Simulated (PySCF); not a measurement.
Si(F)2(Me)(Cl) (CH3ClF2Si), SMILES C[Si](F)(F)Cl.

Geometry: B3LYP-D3(BJ)/def2-SVP.

All values below come from M06-2X/def2-TZVP (PySCF).

Symmetry labels are those of the subgroup Cs that the program uses (full group Cs).

Problem. List the valence orbital energies around the gap with their symmetry. (An estimate is asked for; the answer gives what the named calculation found.)

Solution. 
| orbital | symmetry | energy (eV) |
|---|---|---|
| HOMO−7 | A" | -14.82 |
| HOMO−6 | A" | -14.44 |
| HOMO−5 | A' | -13.90 |
| HOMO−4 | A" | -13.45 |
| HOMO−3 | A' | -13.30 |
| HOMO−2 | A' | -11.79 |
| HOMO−1 | A" | -11.23 |
| HOMO | A' | -11.01 |
| LUMO | A' | 1.42 |
| LUMO+1 | A" | 2.06 |
| LUMO+2 | A' | 2.31 |
| LUMO+3 | A' | 2.42 |
